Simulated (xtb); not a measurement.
xtb input (GFN2-xTB):

```bash
xtb mol.xyz --gfn 2 --sp --chrg 0 --uhf 0
```
mol.xyz:
```
10

C      1.68921057    -0.38959497    -0.52708370
C      0.75462190     0.15395693     0.24251572
C     -0.62612724     0.49238941    -0.22442466
O     -1.62950208    -0.17134035     0.54492743
H      1.50020664    -0.61143889    -1.57187190
H      2.67602028    -0.62453304    -0.14926218
H      0.95992023     0.36218275     1.28875840
H     -0.72965390     0.26416257    -1.29209074
H     -0.82542426     1.55786458    -0.09042587
H     -1.45128369    -1.11802335     0.50942869
```

End of the output:

```
         :::::::::::::::::::::::::::::::::::::::::::::::::::::
         ::                     SUMMARY                     ::
         :::::::::::::::::::::::::::::::::::::::::::::::::::::
         :: total energy             -13.497378344166 Eh    ::
         :: gradient norm              0.017733726270 Eh/a0 ::
         :: HOMO-LUMO gap              5.163566856449 eV    ::
         ::.................................................::
         :: SCC energy               -13.671756511812 Eh    ::
         :: -> isotropic ES            0.025279377756 Eh    ::
         :: -> anisotropic ES          0.002564149319 Eh    ::
         :: -> anisotropic XC          0.005825261000 Eh    ::
         :: -> dispersion             -0.004004087933 Eh    ::
         :: repulsion energy           0.174378167646 Eh    ::
         :: add. restraining           0.000000000000 Eh    ::
         :: total charge               0.000000000000 e     ::
         :::::::::::::::::::::::::::::::::::::::::::::::::::::

           -------------------------------------------------
          |                Property Printout                |
           -------------------------------------------------

    * Orbital Energies and Occupations

         #    Occupation            Energy/Eh            Energy/eV
      -------------------------------------------------------------
         1        2.0000           -0.6864306             -18.6787
         2        2.0000           -0.6336396             -17.2422
         3        2.0000           -0.6107649             -16.6198
         4        2.0000           -0.5692520             -15.4901
         5        2.0000           -0.5563231             -15.1383
         6        2.0000           -0.5238927             -14.2558
         7        2.0000           -0.5110737             -13.9070
         8        2.0000           -0.5010196             -13.6334
         9        2.0000           -0.4549859             -12.3808
        10        2.0000           -0.4463358             -12.1454
        11        2.0000           -0.4214247             -11.4675
        12        2.0000           -0.4102083             -11.1623 (HOMO)
        13                         -0.2204507              -5.9988 (LUMO)
        14                          0.0607921               1.6542
Note: The following floating-point exceptions are signalling: IEEE_UNDERFLOW_FLAG IEEE_DENORMAL
normal termination of xtb
        15                          0.1000528               2.7226
        16                          0.1224616               3.3323
        17                          0.1614115               4.3922
        18                          0.1791878               4.8759
        19                          0.1898166               5.1652
        20                          0.2329578               6.3391
        21                          0.4047295              11.0132
        22                          0.5895500              16.0425
      -------------------------------------------------------------
                  HL-Gap            0.1897576 Eh            5.1636 eV
             Fermi-level           -0.3153295 Eh           -8.5806 eV

     #   Z          covCN         q      C6AA      α(0)
     1   6 C        2.835    -0.091    30.265     9.015
     2   6 C        2.883    -0.044    29.098     8.843
     3   6 C        3.677     0.077    19.507     6.327
     4   8 O        1.653    -0.440    21.652     6.281
     5   1 H        0.925     0.040     2.445     2.445
     6   1 H        0.925     0.043     2.406     2.426
     7   1 H        0.925     0.047     2.354     2.399
     8   1 H        0.924     0.027     2.637     2.539
     9   1 H        0.924     0.057     2.240     2.340
    10   1 H        0.805     0.285     0.769     1.378

 Mol. C6AA /au·bohr⁶  :        814.427097
 Mol. C8AA /au·bohr⁸  :      17684.546214
 Mol. α(0) /au        :         43.995308

Wiberg/Mayer (AO) data.
largest (>0.10) Wiberg bond orders for each atom

 ---------------------------------------------------------------------------
     #   Z sym  total        # sym  WBO       # sym  WBO       # sym  WBO
 ---------------------------------------------------------------------------
     1   6 C    3.991 --     2 C    1.983     6 H    0.977     5 H    0.975
     2   6 C    3.990 --     1 C    1.983     3 C    1.016     7 H    0.965
     3   6 C    3.956 --     2 C    1.016     4 O    0.984     8 H    0.968
                             9 H    0.960
     4   8 O    1.958 --     3 C    0.984    10 H    0.907
     5   1 H    0.998 --     1 C    0.975
     6   1 H    0.998 --     1 C    0.977
     7   1 H    0.998 --     2 C    0.965
     8   1 H    0.999 --     3 C    0.968
     9   1 H    0.997 --     3 C    0.960
    10   1 H    0.919 --     4 O    0.907
 ---------------------------------------------------------------------------

Topologies differ in total number of bonds
Writing topology from bond orders to xtbtopo.mol

molecular dipole:
                 x           y           z       tot (Debye)
 q only:        0.426      -0.219      -0.233
   full:        0.549      -0.356      -0.325       1.856
molecular quadrupole (traceless):
                xx          xy          yy          xz          yz          zz
 q only:       -2.360       1.066       2.201       1.284      -0.546       0.159
  q+dip:       -3.460       0.531       2.191       2.355       0.353       1.269
   full:       -3.549       1.224       2.945       2.075      -0.319       0.603

           -------------------------------------------------
          | TOTAL ENERGY              -13.497378344166 Eh   |
          | GRADIENT NORM               0.017733726270 Eh/α |
          | HOMO-LUMO GAP               5.163566856449 eV   |
           -------------------------------------------------

------------------------------------------------------------------------
------------------------------------------------------------------------
 total:
 SCF:
```
